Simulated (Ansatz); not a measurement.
A run on `FC(F)=CC(F)=C(F)F` with other settings.

```yaml
crystal:
  periodic: [false, false, false]
  atoms:
    - {symbol: F, position_ang: [-2.034202, -0.651942, 2.052454]}
    - {symbol: C, position_ang: [-1.418619, -0.008759, 1.129867]}
    - {symbol: F, position_ang: [-2.035759, 1.114529, 0.948325]}
    - {symbol: C, position_ang: [-0.307957, -0.381988, 0.463959]}
    - {symbol: C, position_ang: [0.397337, 0.333430, -0.502228]}
    - {symbol: F, position_ang: [-0.096448, 1.584334, -0.798671]}
    - {symbol: C, position_ang: [1.498388, -0.105829, -1.121209]}
    - {symbol: F, position_ang: [2.053717, -1.249158, -0.902401]}
    - {symbol: F, position_ang: [2.163156, 0.644940, -2.067032]}
    - {symbol: H, position_ang: [0.026973, -1.386370, 0.791089]}
basis:
  gaussian: {orbitals: "6-31G*", fitting: {mean_field: def2-universal-jkfit}}
hamiltonian: {xc: {name: LC-wPBE}}
```

```sh
$ ansatz run in.yaml --threads 4 --pin off --events-out ev --progress --plain --max-ram 11315MiB
```

Output, abridged:

```
Functional definition: LC-wPBE
703 factors; integrals over basis functions are off by at most 4.7e-2 eV
703 factors; integrals over basis functions are off by at most 4.1e-7 eV
mean field evaluation 1: about -17731.1007 eV, gradient 4.8e1 eV
mean field evaluation 2: about -17732.2129 eV, gradient 4.5e1 eV
mean field evaluation 4: about -17735.1839 eV, gradient 2.1e0 eV
mean field evaluation 8: about -17735.1957 eV, gradient 5.4e-2 eV
mean field evaluation 16: about -17735.1957 eV, gradient 7.8e-5 eV
mean field -17735.19570498 eV, -651.7564208106 hartree, gradient 7.8e-5 eV, S^2 0.000000; 0 other end points of the search recorded, 0 dependent functions left out
reference -17735.19570498 eV, -651.7564208107 hartree; 35, 35 occupied and 102, 102 virtual orbitals, 703 factors
Total energy: -17735.19570498 eV, -651.7564208107 hartree
```

Hardware: 4 threads of an Intel Xeon 6975P-C on a shared host. Wall time 0.8 s, peak host memory 0.31 GiB.
